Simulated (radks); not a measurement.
The numbers below are computed, except where a source is named.
Task: These are the eigenvalues of the occupied orbitals of an atom or ion with whole-number occupations (hartree). Level of theory: scalar-relativistic Kohn-Sham, LB94 model potential, spin-polarised, spherical densities, finite nucleus; Fermi nuclear charge, rms radius of each element as measured or else 0.836 A^(1/3) + 0.57 fm (a radial shooting solver on a logarithmic mesh with Libxc functionals).

orbital  eigenvalue
1s up     -1661.122
1s down   -1661.122
2s down   -270.7159
2s up     -270.7144
2p down   -241.9919
2p up     -241.9909
3s down   -59.40178
3s up     -59.39523
3p down   -50.35710
3p up     -50.35214
3d down   -37.91694
3d up     -37.91278
4s up     -11.88885
4s down   -11.79922
4p up      -8.93920
4p down    -8.84987
4d up      -4.76716
4d down    -4.67765
5s up      -1.75026
5s down    -1.66180
5p up      -1.02917
5p down    -0.95545
4f up      -0.32931
6s up      -0.24106
6s down    -0.22592

Which element is it, and in what charge state? The configuration may be excited. Open shells, if any, are filled with parallel spins first.

Result: Z = 61, promethium, charge 0: Pm in [Xe] 4f5 6s2. The list shows which subshells hold electrons but not how many an open one holds; the 1s level, -1661.1 hartree, gives Z - s = 57.6 by -(Z - s)^2/2, which with screening and relativity narrows Z to a few neighbours, and the depths of the outer levels then fix element, charge and occupations together.
